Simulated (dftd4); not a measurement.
CH2NO (SMILES [NH2+]=C=O), charge +1, singlet, geometry from GFN2-xTB; dftd4 with D4 for pbe.

Here is a job for dftd4.
```
$ dftd4 mol.xyz --func pbe --charge 1 --json dftd4.json --noedisp --grad

# file mol.xyz
5

N     -1.10115798     0.01988059    -0.05087399
C      0.14673069    -0.00264911     0.00677902
O      1.26458833    -0.02283120     0.05842455
H     -1.63107822     0.89621965    -0.02770100
H     -1.65790664    -0.83683948    -0.12425157
```

What the program printed (banner, timings and long lists left out):

```
                    ____  _____ _____     ____  _  _
      -------------|  _ \|  ___|_   _|---|  _ \| || |------------
     |             | | | | |_    | | ___ | | | | || |_           |
     |             | |_| |  _|   | ||___|| |_| |__   _|          |
     |             |____/|_|     |_|     |____/   |_|            |
     |             ===================================           |
     |            E. Caldeweyher, S. Ehlert & S. Grimme          |
     |          Mulliken Center for Theoretical Chemistry        |
     |                    University of Bonn                     |
      -----------------------------------------------------------

Rational (Becke-Johnson) damping: pbe-D4-ATM
---------------------
  s6         1.0000
  s8         0.9595
  s9         1.0000
  a1         0.3857
  a2         4.8069
 alp        16.0000
--------------------

Dispersion energy:      -1.3682329048018E-03 Eh

Gradient norm:           8.8272745436756E-05 Eh/a0
--------------------------------------------------
     #    Z           dE/dx      dE/dy      dE/dz
--------------------------------------------------
     1    7 N    -1.840E-05  3.322E-07 -8.501E-07
     2    6 C     1.310E-05 -2.365E-07  6.053E-07
     3    8 O     6.355E-05 -1.147E-06  2.936E-06
     4    1 H    -2.870E-05  2.816E-05  1.938E-07
     5    1 H    -2.955E-05 -2.710E-05 -2.885E-06
--------------------------------------------------

Virial:
--------------------------------------------------
      component           x          y          z
--------------------------------------------------
          x       3.748E-04 -5.366E-06  1.739E-05
          y      -5.366E-06  9.061E-05  4.729E-06
          z       1.739E-05  4.729E-06  1.081E-06
--------------------------------------------------

[Info] Dispersion results written to 'dftd4.txt'
[Info] JSON dump of results written to 'dftd4.json'
```
